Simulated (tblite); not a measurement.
Run record: tight-binding relaxation, `C1[C@@H](B)[C@]21CCC[Se]C2`.

Computed with GFN2-xTB geometry optimisation, gas phase (tblite 0.8.0). Start geometry: from a force field or distance geometry. The input is one job of a driver script: a line of settings, then coordinates in Å.

Command:
```bash
OMP_NUM_THREADS=1 python probes_run.py task.json out
```

Input:
```
{"job": {"kind": "relax", "xc": "GFN2-xTB", "basis": "xTB"}, "charge": 0, "multiplicity": 1}
B     -2.340000    -0.789100     0.669100
C     -1.590300     0.589300     0.345000
C     -1.621300     1.001200    -1.115100
C     -0.310300     0.570700    -0.505000
C      0.256400    -0.770000    -1.022300
C      1.229000    -1.393300    -0.029400
C      2.441300    -0.485400     0.236200
Se     1.918900     1.136400     1.202400
C      0.701800     1.682000    -0.220200
H     -2.964200    -1.352400    -0.164500
H     -2.311600    -1.238600     1.758900
H     -1.724500     1.441300     1.046800
H     -1.747200     2.100800    -1.263000
H     -2.082000     0.278300    -1.830000
H     -0.547800    -1.493800    -1.254200
H      0.785200    -0.571900    -1.974700
H      0.710500    -1.607400     0.932000
H      1.596500    -2.363300    -0.440600
H      3.173300    -1.033600     0.874000
H      2.944200    -0.211900    -0.708000
H      1.277600     1.902200    -1.137600
H      0.194000     2.627700     0.095900
```

Output:
```
step      E/eV     max force
  0    -707.18794    1.310
  1    -707.32551    0.924
  2    -707.42728    0.547
  3    -707.45047    0.410
  4    -707.47744    0.329
  5    -707.49099    0.284
  6    -707.50696    0.241
  7    -707.51357    0.175
  8    -707.51750    0.147
  9    -707.51994    0.150
... (66 lines left out)
 76    -707.61574    0.021
 77    -707.61581    0.023
 78    -707.61588    0.029
 79    -707.61595    0.022
 80    -707.61599    0.011
 81    -707.61601    0.011
 82    -707.61603    0.013
 83    -707.61606    0.015
 84    -707.61608    0.011
 85    -707.61610    0.009
```

«max force» is the largest atomic force in eV/Å.

From which step on does the largest force stay under 0.1 eV/Å, and how much energy is left to gain from there?

From step 34 (0.084 eV/Å), 8.4 meV above the end.

Summary of the converged run: energy lowered by 9.9 kcal/mol over 85 steps; largest atomic force 0.009 eV/Å at the end.

Where do the atoms end?

0.254 Å rms from the input after alignment:
```
atom  x, y, z in Å
B1    -2.1250   -0.8178    0.7998
C2    -1.5293    0.5197    0.3342
C3    -1.6859    1.0229   -1.0947
C4    -0.3384    0.6084   -0.6304
C5     0.2852   -0.6642   -1.1632
C6     1.1147   -1.3776   -0.0949
C7     2.3259   -0.5707    0.3393
Se8    1.8144    1.1270    1.1923
C9     0.6697    1.6789   -0.3201
H10   -2.3216   -1.6893    0.0430
H11   -2.4011   -0.9645    1.9271
H12   -1.5004    1.3197    1.0693
H13   -1.8935    2.0740   -1.2349
H14   -2.2024    0.3792   -1.7914
H15   -0.4959   -1.3367   -1.5161
H16    0.9267   -0.4154   -2.0153
H17    0.4735   -1.5786    0.7685
H18    1.4626   -2.3375   -0.4877
H19    2.9177   -1.1132    1.0774
H20    2.9639   -0.3242   -0.5130
H21    1.3316    1.8638   -1.1707
H22    0.1972    2.6154   -0.0228
```

The run took 1.1 s on Arm Neoverse N1, one thread (shared host).
Labels such as C1 count atoms from 1, the log's own numbers from 0.
